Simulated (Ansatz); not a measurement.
Mulliken charges of H3PSe (`P[SeH]`) from ωB97M-V/def2-TZVPP in Ansatz (PBE0-D4/def2-TZVP geometry).

| atom | x (Å) | y (Å) | z (Å) | charge (e) |
| --- | --- | --- | --- | --- |
| P1 | -0.755 | -0.279 | 0.277 | -0.093 |
| Se2 | 1.197 | 0.641 | -0.403 | -0.141 |
| H3 | -0.188 | -1.391 | 0.953 | 0.075 |
| H4 | -1.004 | -1.030 | -0.902 | 0.075 |
| H5 | 0.800 | 1.985 | 0.033 | 0.083 |

**Question.** By hand: the dipole of these point charges (1 e Å = 4.8032 D).

**Answer.** Σ q r = (-0.122, -0.081, 0.038) e Å, of length 0.151 e Å = 0.73 D.

**Question.** How does the dipole of the full density compare? (Estimate.)

**Answer.** Computed: (-0.091, -0.053, 0.030) e Å, 0.53 D; the point charges give 1.38 times that, at 4° from its direction.

Point charges leave out the atoms' own dipoles, such as those of lone pairs, and Mulliken's split depends on the basis, so the two needn't agree.
